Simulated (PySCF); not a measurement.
C6H7GeNOS.
Bonds: Ge1–O2, O2–C3, C3–C4 (aromatic), C4–S5 (aromatic), S5–C6 (aromatic), C6–C7 (aromatic), C7–C8 (aromatic), C8–N9 (aromatic), N9–C10 (aromatic), C3–C10 (aromatic), C6–C10 (aromatic). Hydrogens: H11, H12, H13 on Ge1; H14 on C4; H15 on C7; H16 on C8; H17 on N9.

Method: PySCF, PBE0-D3(BJ)/def2-SVP geometry optimisation, gas phase.

(1) What internal coordinates does the optimisation give?

## Answers

(1) 
```json
{"bond": "Ge1–O2", "length (Å)": "1.802"}
{"bond": "O2–C3", "length (Å)": "1.347"}
{"bond": "C3–C4", "length (Å)": "1.375"}
{"bond": "C4–S5", "length (Å)": "1.746"}
{"bond": "S5–C6", "length (Å)": "1.731"}
{"bond": "C6–C7", "length (Å)": "1.421"}
{"bond": "C7–C8", "length (Å)": "1.383"}
{"bond": "C8–N9", "length (Å)": "1.372"}
{"bond": "N9–C10", "length (Å)": "1.365"}
{"bond": "C3–C10", "length (Å)": "1.427"}
{"bond": "C6–C10", "length (Å)": "1.392"}
{"bond": "Ge1–H11, Ge1–H12, Ge1–H13", "length (Å)": "1.535"}
{"bond": "C4–H14", "length (Å)": "1.089"}
{"bond": "C7–H15", "length (Å)": "1.087"}
{"bond": "C8–H16", "length (Å)": "1.088"}
{"bond": "N9–H17", "length (Å)": "1.009"}
```

Bonds in one row agree within 0.01 Å and their mean is given. A selection of angles:
```json
{"angle": "Ge1–O2–C3", "degrees": "122.4"}
{"angle": "O2–C3–C4", "degrees": "128.9"}
{"angle": "O2–C3–C10", "degrees": "121.0"}
{"angle": "C4–C3–C10", "degrees": "110.2"}
{"angle": "C3–C4–S5", "degrees": "113.5"}
{"angle": "C4–S5–C6", "degrees": "91.0"}
{"angle": "S5–C6–C7", "degrees": "141.4"}
{"angle": "S5–C6–C10", "degrees": "110.8"}
{"angle": "C7–C6–C10", "degrees": "107.8"}
{"angle": "C6–C7–C8", "degrees": "105.7"}
{"angle": "C7–C8–N9", "degrees": "109.7"}
{"angle": "C8–N9–C10", "degrees": "108.6"}
{"angle": "C3–C10–N9", "degrees": "137.3"}
{"angle": "C3–C10–C6", "degrees": "114.5"}
{"angle": "C6–C10–N9", "degrees": "108.1"}
{"angle": "H17–N9–C8", "degrees": "126.1"}
{"angle": "H17–N9–C10", "degrees": "125.3"}
```

Torsions: Ge1–O2–C3–C4 6° (synperiplanar). The mirror-image conformer, all signs reversed, is as good.

Ge1 (germanium bonded to O and 3 H) is distorted tetrahedral (angles from 103.0° to 112.9°). The 5-membered ring C3–C4–S5–C6–C10 has internal angles of 91.0° to 114.5°; it is planar, 0.00 Å rms from its mean plane, widest ring torsion 0°. The 5-membered ring C6–C7–C8–N9–C10 has internal angles of 105.7° to 109.7°; it is planar, 0.00 Å rms from its mean plane, widest ring torsion 0°. N9 (pyrrole-type nitrogen) is planar (angles 126.1°, 125.3° and 108.6°, sum 360.0°, 0.00 Å off the plane of its three neighbours). O2 (oxygen bonded to C and Ge) is bent (angle 122.4°). S5 (thiophene-type sulfur) is bent (angle 91.0°). The 5 C–C bonds span 1.375 Å (C3–C4, aromatic) to 1.427 Å (C3–C10, aromatic), a spread of 0.052 Å.

Point group: near Cs, missed by 0.21 Å at most; the miss may be what the optimiser left on a soft mode. Whether it is a minimum is left open (no frequencies). One conformer, not necessarily the lowest.

The run took 4.2 min wall on an Arm Neoverse V1 with one thread, shared host with 32 logical CPUs at a one-minute load of 10, and the process peaked at 0.92 GiB of memory. That covers the optimisation of the geometry.
